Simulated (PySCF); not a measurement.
Isomers of C7H13ClO2, mass 164.060 u with the commonest isotopes. Method: PBE0/pcSseg-1 in PySCF (dipole) on a GFN2-xTB geometry, gas phase. One conformer each, none proved a minimum here; rigid rotors.

Problem. Order these by rotational constant B, smallest first.
A. `[CH3:1][O:2][C@@:3]([CH3:4])([C:5](=[O:6])[Cl:7])[CH:8]([CH3:9])[CH3:10]` with C1–O2–C3–C4 -56°, O2–C3–C5–O6 -138°, O2–C3–C8–C9 68°
B. `[CH3:1][CH2:2][C@@H:3]([C:4](=[O:5])[Cl:6])[C@H:7]([CH3:8])[O:9][CH3:10]` with C1–C2–C3–C4 67°, C2–C3–C4–O5 64°, C2–C3–C7–C8 180°, C3–C7–O9–C10 -154°
C. `[CH3:1][CH2:2][C@@H:3]([CH3:4])[C@@H:5]([O:6][CH3:7])[C:8](=[O:9])[Cl:10]` with C1–C2–C3–C4 66°, C2–C3–C5–O6 -57°, C3–C5–O6–C7 -167°, C3–C5–C8–O9 -112°

Solution. B (732.0 MHz), C (885.2 MHz), A (1014 MHz).

Problem. Order these by radius of gyration √(Σ m r²/M), largest first.
A. `[CH3:1][CH2:2][C@@H:3]([C:4](=[O:5])[Cl:6])[C@H:7]([CH3:8])[O:9][CH3:10]` with C1–C2–C3–C4 67°, C2–C3–C4–O5 64°, C2–C3–C7–C8 180°, C3–C7–O9–C10 -154°
B. `[CH3:1][CH2:2][C@@H:3]([CH3:4])[C@@H:5]([O:6][CH3:7])[C:8](=[O:9])[Cl:10]` with C1–C2–C3–C4 66°, C2–C3–C5–O6 -57°, C3–C5–O6–C7 -167°, C3–C5–C8–O9 -112°
C. `[CH3:1][O:2][C@@:3]([CH3:4])([C:5](=[O:6])[Cl:7])[CH:8]([CH3:9])[CH3:10]` with C1–O2–C3–C4 -56°, O2–C3–C5–O6 -138°, O2–C3–C8–C9 68°

Solution. A (2.390 Å), B (2.316 Å), C (2.121 Å).

Problem. Order these by rotational constant C, largest first.
A. `[CH3:1][CH2:2][C@@H:3]([CH3:4])[C@@H:5]([O:6][CH3:7])[C:8](=[O:9])[Cl:10]` with C1–C2–C3–C4 66°, C2–C3–C5–O6 -57°, C3–C5–O6–C7 -167°, C3–C5–C8–O9 -112°
B. `[CH3:1][O:2][C@@:3]([CH3:4])([C:5](=[O:6])[Cl:7])[CH:8]([CH3:9])[CH3:10]` with C1–O2–C3–C4 -56°, O2–C3–C5–O6 -138°, O2–C3–C8–C9 68°
C. `[CH3:1][CH2:2][C@@H:3]([C:4](=[O:5])[Cl:6])[C@H:7]([CH3:8])[O:9][CH3:10]` with C1–C2–C3–C4 67°, C2–C3–C4–O5 64°, C2–C3–C7–C8 180°, C3–C7–O9–C10 -154°

Solution. B (847.0 MHz), A (662.9 MHz), C (587.7 MHz).

| SMILES | point group | Ia (u·Å²) | Ib (u·Å²) | Ic (u·Å²) | κ | μa (D) | μb (D) | μc (D) |
| --- | --- | --- | --- | --- | --- | --- | --- | --- |
| CC[C@@H](C(=O)Cl)[C@H](C)OC | C1 | 323.65 | 690.41 | 859.91 | -0.70 | 2.75 | 0.49 | 0.48 |
| CC[C@@H](C)[C@@H](OC)C(=O)Cl | C1 | 427.34 | 570.91 | 762.36 | -0.14 | 1.19 | 1.24 | 1.84 |
| CO[C@@](C)(C(=O)Cl)C(C)C | C1 | 381.26 | 498.40 | 596.70 | -0.30 | 1.95 | 1.46 | 0.06 |
